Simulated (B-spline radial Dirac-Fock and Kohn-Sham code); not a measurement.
## Neutral neon: differential elastic cross section for electrons at 3 keV

Method: relativistic (Dirac) partial waves in the static field of the Dirac-Fock atom with Furness-McCarthy exchange, without polarisation or absorption potentials. Computed with a B-spline atomic structure program.

| θ (°) | dσ/dΩ (a₀²/sr) | Sherman function |
| --- | --- | --- |
| 0 | 8.66 | 0.000 |
| 1 | 8.48 | 0.000 |
| 2 | 7.99 | 0.000 |
| 3 | 7.25 | 0.000 |
| 5 | 5.46 | 0.000 |
| 7 | 3.79 | 0.000 |
| 10 | 2.04 | 0.000 |
| 15 | 0.727 | 0.000 |
| 20 | 0.298 | 0.000 |
| 25 | 0.143 | 0.000 |
| 30 | 0.0775 | 0.000 |
| 40 | 0.0296 | -0.001 |
| 50 | 0.0141 | -0.002 |
| 60 | 0.00779 | -0.003 |
| 70 | 0.00479 | -0.004 |
| 80 | 0.00319 | -0.005 |
| 90 | 0.00227 | -0.006 |
| 100 | 0.00170 | -0.007 |
| 110 | 0.00134 | -0.007 |
| 120 | 0.00110 | -0.007 |
| 130 | 0.000929 | -0.007 |
| 140 | 0.000815 | -0.006 |
| 150 | 0.000737 | -0.005 |
| 160 | 0.000687 | -0.003 |
| 170 | 0.000659 | -0.002 |
| 180 | 0.000649 | 0.000 |

The total elastic cross section is 0.771 a₀², the first transport cross section 0.0489 a₀² and the second, weighted with (3/2) sin²θ, 0.106 a₀². The mean deflection is ⟨1 − cos θ⟩ = 0.0634, and 0.99 % of the collisions scatter beyond 90°.
